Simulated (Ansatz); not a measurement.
Ansatz (an electronic-structure program) input (HF/6-31G*):

Ansatz 0.2 input:
```yaml
crystal:
  periodic: [false, false, false]
  atoms:
    - {symbol: Si, position_ang: [0.06644078, -0.52790608, 0.04656058]}
    - {symbol: O, position_ang: [-0.20216217, 1.00417525, -0.08955353]}
    - {symbol: H, position_ang: [-1.11740396, -1.35846796, 0.10303999]}
    - {symbol: H, position_ang: [1.42328151, -1.04094381, 0.10863550]}
    - {symbol: H, position_ang: [0.38124890, 1.75669495, -0.14709542]}
basis:
  gaussian:
    orbitals: 6-31G*
hamiltonian:
  xc: {name: HF}
total_charge: 1
phonons: {temperatures: {t_min: 298.15, t_max: 298.15, t_step: 100}}
```

Output:

```
Functional definition: HF
integrals: 0.00 GiB planned
412 factors; integrals over basis functions are off by at most 3.9e-4 eV
mean field: 0.06 GiB planned
mean field evaluation 1: about -9932.7454 eV, gradient 6.0e1 eV
mean field evaluation 2: about -9932.7540 eV, gradient 6.0e1 eV
mean field evaluation 4: about -9939.1540 eV, gradient 2.4e0 eV
mean field evaluation 8: about -9939.1746 eV, gradient 3.4e-5 eV
mean field -9939.17461506 eV, -365.2579300889 hartree, gradient 5.4e-5 eV, S^2 0.000000; 0 other end points of the search recorded, 0 dependent functions left out
the calculation of the forces begins
reference -9939.17461506 eV, -365.2579300889 hartree; 12, 12 occupied and 28, 28 virtual orbitals, 412 factors
these checks for a lower state are left out or cut short: stability, starts, cluster_reference, orbital_swaps, neighbouring_geometries, increment
integrals: 0.00 GiB planned
412 factors; integrals over basis functions are off by at most 3.9e-4 eV
mean field: 0.06 GiB planned
mean field evaluation 16: about -9939.1744 eV, gradient 1.3e-6 eV
mean field -9939.17441258 eV, -365.2579226479 hartree, gradient 1.3e-6 eV, S^2 0.000000; 0 other end points of the search recorded, 0 dependent functions left out
the calculation of the forces begins
reference -9939.17441258 eV, -365.2579226479 hartree; 12, 12 occupied and 28, 28 virtual orbitals, 412 factors
these checks for a lower state are left out or cut short: stability, starts, cluster_reference, orbital_swaps, neighbouring_geometries, increment
integrals: 0.00 GiB planned
412 factors; integrals over basis functions are off by at most 3.9e-4 eV
mean field: 0.06 GiB planned
mean field -9939.17441377 eV, -365.2579226915 hartree, gradient 1.3e-6 eV, S^2 0.000000; 0 other end points of the search recorded, 0 dependent functions left out
the calculation of the forces begins
reference -9939.17441377 eV, -365.2579226915 hartree; 12, 12 occupied and 28, 28 virtual orbitals, 412 factors
these checks for a lower state are left out or cut short: stability, starts, cluster_reference, orbital_swaps, neighbouring_geometries, increment
integrals: 0.00 GiB planned
412 factors; integrals over basis functions are off by at most 3.9e-4 eV
mean field: 0.06 GiB planned
mean field evaluation 32: about -9939.1745 eV, gradient 1.3e-6 eV
mean field -9939.17453310 eV, -365.2579270768 hartree, gradient 1.3e-6 eV, S^2 0.000000; 0 other end points of the search recorded, 0 dependent functions left out
the calculation of the forces begins
reference -9939.17453310 eV, -365.2579270768 hartree; 12, 12 occupied and 28, 28 virtual orbitals, 412 factors
these checks for a lower state are left out or cut short: stability, starts, cluster_reference, orbital_swaps, neighbouring_geometries, increment
integrals: 0.00 GiB planned
412 factors; integrals over basis functions are off by at most 4.0e-4 eV
mean field: 0.06 GiB planned
mean field -9939.17453202 eV, -365.2579270372 hartree, gradient 1.3e-6 eV, S^2 0.000000; 0 other end points of the search recorded, 0 dependent functions left out
the calculation of the forces begins
reference -9939.17453202 eV, -365.2579270372 hartree; 12, 12 occupied and 28, 28 virtual orbitals, 412 factors
these checks for a lower state are left out or cut short: stability, starts, cluster_reference, orbital_swaps, neighbouring_geometries, increment
integrals: 0.00 GiB planned
412 factors; integrals over basis functions are off by at most 3.9e-4 eV
mean field: 0.06 GiB planned
mean field -9939.17435464 eV, -365.2579205187 hartree, gradient 1.3e-6 eV, S^2 0.000000; 0 other end points of the search recorded, 0 dependent functions left out
the calculation of the forces begins
reference -9939.17435464 eV, -365.2579205187 hartree; 12, 12 occupied and 28, 28 virtual orbitals, 412 factors
these checks for a lower state are left out or cut short: stability, starts, cluster_reference, orbital_swaps, neighbouring_geometries, increment
integrals: 0.00 GiB planned
412 factors; integrals over basis functions are off by at most 3.9e-4 eV
mean field: 0.06 GiB planned
mean field -9939.17435250 eV, -365.2579204400 hartree, gradient 1.3e-6 eV, S^2 0.000000; 0 other end points of the search recorded, 0 dependent functions left out
the calculation of the forces begins
reference -9939.17435250 eV, -365.2579204400 hartree; 12, 12 occupied and 28, 28 virtual orbitals, 412 factors
these checks for a lower state are left out or cut short: stability, starts, cluster_reference, orbital_swaps, neighbouring_geometries, increment
integrals: 0.00 GiB planned
412 factors; integrals over basis functions are off by at most 3.9e-4 eV
mean field: 0.06 GiB planned
mean field -9939.17456998 eV, -365.2579284324 hartree, gradient 1.3e-6 eV, S^2 0.000000; 0 other end points of the search recorded, 0 dependent functions left out
[...]
412 factors; integrals over basis functions are off by at most 3.9e-4 eV
mean field: 0.06 GiB planned
mean field evaluation 64: about -9939.1745 eV, gradient 1.1e-1 eV
mean field -9939.17456941 eV, -365.2579284115 hartree, gradient 1.3e-6 eV, S^2 0.000000; 0 other end points of the search recorded, 0 dependent functions left out
the calculation of the forces begins
reference -9939.17456941 eV, -365.2579284115 hartree; 12, 12 occupied and 28, 28 virtual orbitals, 412 factors
these checks for a lower state are left out or cut short: stability, starts, cluster_reference, orbital_swaps, neighbouring_geometries, increment
integrals: 0.00 GiB planned
412 factors; integrals over basis functions are off by at most 3.9e-4 eV
mean field: 0.06 GiB planned
mean field -9939.17458485 eV, -365.2579289786 hartree, gradient 2.4e-6 eV, S^2 0.000000; 0 other end points of the search recorded, 0 dependent functions left out
the calculation of the forces begins
reference -9939.17458485 eV, -365.2579289786 hartree; 12, 12 occupied and 28, 28 virtual orbitals, 412 factors
these checks for a lower state are left out or cut short: stability, starts, cluster_reference, orbital_swaps, neighbouring_geometries, increment
integrals: 0.00 GiB planned
412 factors; integrals over basis functions are off by at most 3.9e-4 eV
mean field: 0.06 GiB planned
mean field -9939.17458497 eV, -365.2579289832 hartree, gradient 2.6e-6 eV, S^2 0.000000; 0 other end points of the search recorded, 0 dependent functions left out
the calculation of the forces begins
reference -9939.17458497 eV, -365.2579289832 hartree; 12, 12 occupied and 28, 28 virtual orbitals, 412 factors
these checks for a lower state are left out or cut short: stability, starts, cluster_reference, orbital_swaps, neighbouring_geometries, increment
integrals: 0.00 GiB planned
412 factors; integrals over basis functions are off by at most 3.9e-4 eV
mean field: 0.06 GiB planned
mean field -9939.17458673 eV, -365.2579290480 hartree, gradient 2.3e-6 eV, S^2 0.000000; 0 other end points of the search recorded, 0 dependent functions left out
the calculation of the forces begins
reference -9939.17458673 eV, -365.2579290480 hartree; 12, 12 occupied and 28, 28 virtual orbitals, 412 factors
these checks for a lower state are left out or cut short: stability, starts, cluster_reference, orbital_swaps, neighbouring_geometries, increment
integrals: 0.00 GiB planned
412 factors; integrals over basis functions are off by at most 3.9e-4 eV
mean field: 0.06 GiB planned
mean field -9939.17458717 eV, -365.2579290641 hartree, gradient 1.7e-6 eV, S^2 0.000000; 0 other end points of the search recorded, 0 dependent functions left out
the calculation of the forces begins
reference -9939.17458717 eV, -365.2579290641 hartree; 12, 12 occupied and 28, 28 virtual orbitals, 412 factors
these checks for a lower state are left out or cut short: stability, starts, cluster_reference, orbital_swaps, neighbouring_geometries, increment
integrals: 0.00 GiB planned
412 factors; integrals over basis functions are off by at most 3.9e-4 eV
mean field: 0.06 GiB planned
mean field evaluation 96: about -9939.1746 eV, gradient 3.7e-2 eV
mean field -9939.17459831 eV, -365.2579294734 hartree, gradient 8.3e-7 eV, S^2 0.000000; 0 other end points of the search recorded, 0 dependent functions left out
the calculation of the forces begins
reference -9939.17459831 eV, -365.2579294734 hartree; 12, 12 occupied and 28, 28 virtual orbitals, 412 factors
these checks for a lower state are left out or cut short: stability, starts, cluster_reference, orbital_swaps, neighbouring_geometries, increment
integrals: 0.00 GiB planned
412 factors; integrals over basis functions are off by at most 3.9e-4 eV
mean field: 0.06 GiB planned
mean field -9939.17459850 eV, -365.2579294804 hartree, gradient 1.1e-6 eV, S^2 0.000000; 0 other end points of the search recorded, 0 dependent functions left out
the calculation of the forces begins
reference -9939.17459850 eV, -365.2579294804 hartree; 12, 12 occupied and 28, 28 virtual orbitals, 412 factors
these checks for a lower state are left out or cut short: stability, starts, cluster_reference, orbital_swaps, neighbouring_geometries, increment
integrals: 0.00 GiB planned
412 factors; integrals over basis functions are off by at most 4.0e-4 eV
mean field: 0.06 GiB planned
mean field -9939.17458087 eV, -365.2579288326 hartree, gradient 1.5e-6 eV, S^2 0.000000; 0 other end points of the search recorded, 0 dependent functions left out
the calculation of the forces begins
reference -9939.17458087 eV, -365.2579288326 hartree; 12, 12 occupied and 28, 28 virtual orbitals, 412 factors
these checks for a lower state are left out or cut short: stability, starts, cluster_reference, orbital_swaps, neighbouring_geometries, increment
integrals: 0.00 GiB planned
412 factors; integrals over basis functions are off by at most 3.9e-4 eV
mean field: 0.06 GiB planned
mean field -9939.17458111 eV, -365.2579288414 hartree, gradient 2.0e-6 eV, S^2 0.000000; 0 other end points of the search recorded, 0 dependent functions left out
the calculation of the forces begins
reference -9939.17458111 eV, -365.2579288414 hartree; 12, 12 occupied and 28, 28 virtual orbitals, 412 factors
these checks for a lower state are left out or cut short: stability, starts, cluster_reference, orbital_swaps, neighbouring_geometries, increment
integrals: 0.00 GiB planned
412 factors; integrals over basis functions are off by at most 3.9e-4 eV
mean field: 0.06 GiB planned
mean field evaluation 128: about -9939.1745 eV, gradient 1.3e-6 eV
mean field -9939.17449858 eV, -365.2579258083 hartree, gradient 1.3e-6 eV, S^2 0.000000; 0 other end points of the search recorded, 0 dependent functions left out
the calculation of the forces begins
reference -9939.17449858 eV, -365.2579258083 hartree; 12, 12 occupied and 28, 28 virtual orbitals, 412 factors
these checks for a lower state are left out or cut short: stability, starts, cluster_reference, orbital_swaps, neighbouring_geometries, increment
integrals: 0.00 GiB planned
412 factors; integrals over basis functions are off by at most 3.9e-4 eV
mean field: 0.06 GiB planned
mean field -9939.17449920 eV, -365.2579258312 hartree, gradient 1.3e-6 eV, S^2 0.000000; 0 other end points of the search recorded, 0 dependent functions left out
the calculation of the forces begins
reference -9939.17449920 eV, -365.2579258312 hartree; 12, 12 occupied and 28, 28 virtual orbitals, 412 factors
these checks for a lower state are left out or cut short: stability, starts, cluster_reference, orbital_swaps, neighbouring_geometries, increment
integrals: 0.00 GiB planned
412 factors; integrals over basis functions are off by at most 3.9e-4 eV
mean field: 0.06 GiB planned
mean field -9939.17457922 eV, -365.2579287717 hartree, gradient 1.1e-6 eV, S^2 0.000000; 0 other end points of the search recorded, 0 dependent functions left out
the calculation of the forces begins
reference -9939.17457922 eV, -365.2579287717 hartree; 12, 12 occupied and 28, 28 virtual orbitals, 412 factors
these checks for a lower state are left out or cut short: stability, starts, cluster_reference, orbital_swaps, neighbouring_geometries, increment
integrals: 0.00 GiB planned
412 factors; integrals over basis functions are off by at most 3.9e-4 eV
mean field: 0.06 GiB planned
mean field -9939.17458016 eV, -365.2579288065 hartree, gradient 1.1e-6 eV, S^2 0.000000; 0 other end points of the search recorded, 0 dependent functions left out
the calculation of the forces begins
reference -9939.17458016 eV, -365.2579288065 hartree; 12, 12 occupied and 28, 28 virtual orbitals, 412 factors
Total energy: -9939.17461506 eV, -365.2579300889 hartree
Atom 0 at     0.066441    -0.527906     0.046561 Å, force     0.000330    -0.000000     0.000004 eV/Å
Atom 1 at    -0.202162     1.004175    -0.089554 Å, force     0.000098     0.000340    -0.000028 eV/Å
Atom 2 at    -1.117404    -1.358468     0.103040 Å, force    -0.000120    -0.000021     0.000000 eV/Å
Atom 3 at     1.423282    -1.040944     0.108635 Å, force    -0.000085    -0.000044     0.000003 eV/Å
Atom 4 at     0.381249     1.756695    -0.147095 Å, force    -0.000223    -0.000275     0.000021 eV/Å
Dipole moment:     0.356627    -0.311201     0.031581 e Å
Vibrations: 578.23 641.79 798.05 810.41 1029.79 1156.62 2531.54 2594.78 4047.69 cm⁻¹, zero-point energy 0.879600 eV
```

The blocks after the first are displaced geometries, from whose forces the wavenumbers follow.

The dipole moment of an ion depends on the origin.
